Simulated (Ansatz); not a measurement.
Geometry optimisation, Ansatz 0.2.0, RKS PBE0-D4/6-31G*.

Input:

```yaml
crystal:
  periodic: [false, false, false]
  atoms:
    - { symbol: Al, position_ang: [0.240104, -0.127778, -0.220578] }
    - { symbol: O, position_ang: [0.606491, -0.059146, 1.47105] }
    - { symbol: Si, position_ang: [-0.082175, -0.329708, 2.944768] }
    - { symbol: H, position_ang: [-1.269526, -1.234738, 2.842155] }
    - { symbol: H, position_ang: [0.903985, -0.964584, 3.861362] }
    - { symbol: H, position_ang: [-0.54613, 0.946382, 3.561629] }
    - { symbol: H, position_ang: [1.674763, 0.363867, -0.487817] }
    - { symbol: O, position_ang: [-1.174142, -0.589182, -1.009463] }
    - { symbol: Si, position_ang: [-2.649298, -1.316188, -1.11997] }
    - { symbol: H, position_ang: [-2.675569, -2.564368, -0.307103] }
    - { symbol: H, position_ang: [-3.716907, -0.40229, -0.62901] }
    - { symbol: H, position_ang: [-2.921095, -1.663266, -2.539623] }
basis:
  gaussian: { orbitals: "6-31G*" }
hamiltonian:
  xc: pbe0
  dispersion: d4
relax:
  f_tol: 0.03
  max_steps: 50
```

Launched with:

```bash
$ ansatz run input.yaml --threads 2 --pin off --max-ram 3072MiB --backend cpu --events-out ev --progress --plain --runs-dir out
```

Question: Where does it end, and by what steps?

Answer: The forces met the threshold. After 5 steps the energy has fallen by 0.571 eV; H7 moved furthest, 0.57 Å.

```csv
step,energy less start (eV),largest force component (eV/Å),accepted
0,0.0000,1.475,yes
1,-0.3187,1.006,yes
2,-0.5029,0.618,yes
3,-0.5636,0.297,yes
4,-0.5703,0.084,yes
5,-0.5706,0.022,yes
```

```xyz
12
Properties=species:S:1:pos:R:3
Al 0.375 -0.087 -0.191
O 0.478 -0.086 1.505
Si -0.196 -0.365 2.978
H -1.403 -1.236 2.861
H 0.789 -1.042 3.865
H -0.609 0.920 3.609
H 1.587 0.420 -1.051
O -1.040 -0.639 -0.947
Si -2.540 -1.300 -1.041
H -2.623 -2.553 -0.236
H -3.566 -0.347 -0.528
H -2.862 -1.625 -2.458
```

Whether the end is a true minimum wasn't checked by a vibrational analysis.

The run took 23 s on 2 threads of Arm Neoverse V1, with other jobs on the host, peak memory 0.23 GiB.
